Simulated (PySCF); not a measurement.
Several orderings of computed values.

Species are written as SMILES; each is one conformer at its optimised geometry, gas phase, non-relativistic unless stated. Electronic properties by PySCF.

Dipoles, sizes and rotational constants follow the conformer. The torsions of the flexible species, by atom-mapped SMILES:
- `[CH:1]#[C:2][CH2:3][C@@H:4]([CH3:5])[B:6]1[O:7][CH2:8][CH2:9][O:10]1`: C2–C3–C4–C5 61°, C3–C4–B6–O7 14°
- `[CH2:1]=[C:2]([CH3:3])/[CH:4]=[CH:5]\[C@H:6]1[CH2:7][O:8][BH:9][O:10]1`: C1–C2–C4–C5 179°, C4–C5–C6–C7 98°
- `[CH2:1]=[CH:2][O:3][SiH2:4][C:5](=[O:6])[OH:7]`: C1–C2–O3–Si4 156°, C2–O3–Si4–C5 47°, O3–Si4–C5–O6 -24°, H–O7–C5–Si4 178°
- `[CH3:1][C:2](=[O:3])[O:4][SiH2:5][CH:6]=[O:7]`: C1–C2–O4–Si5 180°, C2–O4–Si5–C6 180°, O4–Si5–C6–O7 179°
- `[BH2-:1]1[O:2][CH:3]=[CH:4][C:5]([CH:6]2[CH2:7][CH2:8][CH2:9]2)=[O+:10]1`: C4–C5–C6–C7 52°

The conformers of `C#C[C@H](CC=C)CB(O)O`, `C#C[C@H](C)B1OCCCO1` and `C=C/C=C\B1OCCCO1` aren't listed.

(1) Rank by HOMO–LUMO gap, lowest first (B3LYP/def2-SVPD at PBE0-D3(BJ)/def2-SVP geometries).
A. `C#C[C@H](C)B1OCCCO1`
B. `C#CC[C@@H](C)B1OCCO1`
C. `C(=C)(C)/C=C\[C@@H]1OBOC1`
D. `C#C[C@H](CC=C)CB(O)O`

(2) Give the two extremes of that set in kcal/mol.

(3) Rank by HOMO energy, lowest first (B3LYP/def2-SVPD at PBE0-D3(BJ)/def2-SVP geometries).
A. `C#C[C@H](C)B1OCCCO1`
B. `C1OB([C@H](C)CC#C)OC1`
C. `C=C/C=C\B1OCCCO1`
D. `C#C[C@H](CC=C)CB(O)O`

(4) Give the two extremes of that set in hartree.

(5) Rank by static isotropic polarisability, highest first (B3LYP/def2-SVPD at PBE0-D3(BJ)/def2-SVP geometries).
A. `C=C(C)/C=C\[C@H]1COBO1`
B. `C#CC[C@@H](C)B1OCCO1`
C. `C=C/C=C\B1OCCCO1`
D. `C([C@H](C#C)CC=C)B(O)O`

(6) Give the two extremes of that set as polarisability volumes in Å³.

(7) Rank by vertical ionisation energy, lowest first (ΔSCF B3LYP/def2-SVPD at PBE0-D3(BJ)/def2-SVP geometries).
A. `C(=C)(C)/C=C\[C@@H]1OBOC1`
B. `C#CC[C@@H](C)B1OCCO1`
C. `C=C/C=C\B1OCCCO1`
D. `C([C@H](CB(O)O)C#C)C=C`

(8) By how much do the two ends of that ranking differ?

(9) Rank by lowest triplet excitation (Tamm–Dancoff), highest first (TDA B3LYP/def2-SVPD at PBE0-D3(BJ)/def2-SVP geometries).
A. `C(/C=C\B1OCCCO1)=C`
B. `C=C(C)/C=C\[C@H]1COBO1`
C. `C#C[C@H](C)B1OCCCO1`
D. `C#C[C@@H](CB(O)O)CC=C`
E. `B1(OCCO1)[C@H](C)CC#C`

(10) By how much do the two ends of that ranking differ?

(11) Rank by smallest rotational constant, lowest first (PBE0-D3(BJ)/def2-SVP).
A. `[O-]C#P`
B. `[BH2-]1OC=CC(C2CCC2)=[O+]1`
C. `C#CC[C@@H](C)B1OCCO1`
D. `CC(=O)O[SiH2]C=O`
E. `C=CO[SiH2]C(=O)O`

Results:

(1) C (5.31 eV), D (6.44 eV), A (6.99 eV), B (7.14 eV).

(2) `C=C(C)/C=C\[C@H]1COBO1`: 123 kcal/mol; `C#CC[C@@H](C)B1OCCO1`: 165 kcal/mol.

(3) B (-7.25 eV), D (-7.09 eV), A (-6.94 eV), C (-6.37 eV).

(4) `C#CC[C@@H](C)B1OCCO1`: -0.267 Eh; `C=C/C=C\B1OCCCO1`: -0.234 Eh.

(5) C (113.0 au), A (109.7 au), D (105.5 au), B (100.2 au).

(6) `C#CC[C@@H](C)B1OCCO1`: 14.85 Å³; `C=C/C=C\B1OCCCO1`: 16.74 Å³.

(7) C (8.38 eV), A (8.57 eV), D (8.97 eV), B (9.68 eV).

(8) By 1.30 eV, between `C#CC[C@@H](C)B1OCCO1` and `C=C/C=C\B1OCCCO1`.

(9) E (5.36 eV), C (5.23 eV), D (4.38 eV), B (3.13 eV), A (2.91 eV).

(10) By 2.45 eV, between `C#CC[C@@H](C)B1OCCO1` and `C=C/C=C\B1OCCCO1`.

(11) C (0.580 GHz), B (0.749 GHz), D (0.889 GHz), E (0.991 GHz), A (5.748 GHz).
